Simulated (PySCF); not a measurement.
1-methylpyrrole (C5H7N), SMILES Cn1cccc1.

The structure is a stationary point at PBE-D3(BJ)/def2-SVP.

Level of theory: TDA-ωB97X/def2-SVPD (PySCF).

Vertical excitations. Isolated molecule, no solvent. State labels are in the subgroup Cs.

```
state  symmetry  energy (eV)  λ (nm)      f                                              main pairs
-----  --------  -----------  ------  -----  ------------------------------------------------------
S1           A"         6.52     190  0.013                        HOMO→LUMO 74 %, HOMO→LUMO+2 15 %
S2           A"         6.59     188  0.166                                        HOMO→LUMO+1 85 %
S3           A'         6.66     186  0.025                    HOMO−1→LUMO+1 60 %, HOMO→LUMO+4 34 %
S4           A'         7.22     172  0.073  HOMO−1→LUMO 61 %, HOMO→LUMO+3 19 %, HOMO−1→LUMO+2 13 %
S5           A'         7.54     165  0.018                      HOMO→LUMO+3 71 %, HOMO−1→LUMO 21 %
S6           A"         7.54     164  0.000                        HOMO→LUMO+2 75 %, HOMO→LUMO 13 %
S7           A"         7.87     157  0.000                      HOMO→LUMO+7 63 %, HOMO→LUMO+5 27 %
S8           A'         8.00     155  0.014                    HOMO−1→LUMO+2 51 %, HOMO→LUMO+6 25 %
S9           A'         8.19     151  0.777                    HOMO→LUMO+4 57 %, HOMO−1→LUMO+1 30 %
S10          A"         8.30     149  0.268                                      HOMO−1→LUMO+4 77 %
T1           A"         4.28     289      0                                        HOMO→LUMO+1 88 %
T2           A'         5.25     236      0                    HOMO−1→LUMO+1 75 %, HOMO→LUMO+4 17 %
T3           A'         5.88     211      0                    HOMO→LUMO+4 65 %, HOMO−1→LUMO+1 19 %
T4           A"         6.50     191      0                                      HOMO−1→LUMO+4 82 %
```
Triplets are in the Tamm–Dancoff approximation.
